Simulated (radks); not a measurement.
Values are calculated unless marked as measured or tabulated.
Sn4+, configuration [Kr] 4d8 5p2 (not the ground configuration). Level of theory: scalar-relativistic Kohn-Sham, HCTH/407, spin-polarised, spherical densities, point nucleus; open shells are filled with parallel spins first (spin-orbit coupling, left out, can overturn this in heavy ions) (a radial shooting solver on a logarithmic mesh with Libxc functionals).

Radial electron density D(r) = 4 pi r^2 rho(r):

```
   r/bohr * D(r) (the largest magnitude, 82.6, reaches the edge; | marks zero)
 0.004074 |         *
 0.004668 |            *
  0.00539 |              *
 0.006176 |                 *
 0.007132 |                     *
 0.008171 |                        *
 0.009437 |                            *
  0.01081 |                                *
  0.01249 |                                    *
  0.01431 |                                      *
  0.01652 |                                         *
  0.01893 |                                          *
  0.02186 |                                          *
  0.02504 |                                         *
  0.02892 |                                       *
  0.03314 |                                     *
  0.03827 |                                    *
  0.04384 |                                     *
  0.05063 |                                       *
  0.05801 |                                           *
    0.067 |                                                *
  0.07676 |                                                    *
  0.08864 |                                                      *
   0.1016 |                                                     *
   0.1173 |                                                *
   0.1344 |                                           *
   0.1552 |                                      *
   0.1778 |                                     *
   0.2053 |                                       *
   0.2352 |                                           *
   0.2717 |                                            *
   0.3113 |                                         *
   0.3595 |                                *
   0.4118 |                       *
   0.4756 |                *
   0.5449 |             *
   0.6293 |             *
    0.721 |              *
   0.8327 |              *
    0.954 |            *
    1.102 |        *
    1.262 |     *
    1.458 |   *
     1.67 | *
    1.929 |*
     2.21 |*
    2.552 |*
    2.924 *
    3.377 *
    3.869 *
    4.468 *
    5.119 *
    5.911 *
```

D(r) has 4 maxima, at r = 0.0203, 0.0901, 0.263, 0.763 bohr, and minima at 0.0398, 0.172, 0.572 bohr, inside which lie 1.99, 11.14, 29.01 electrons.
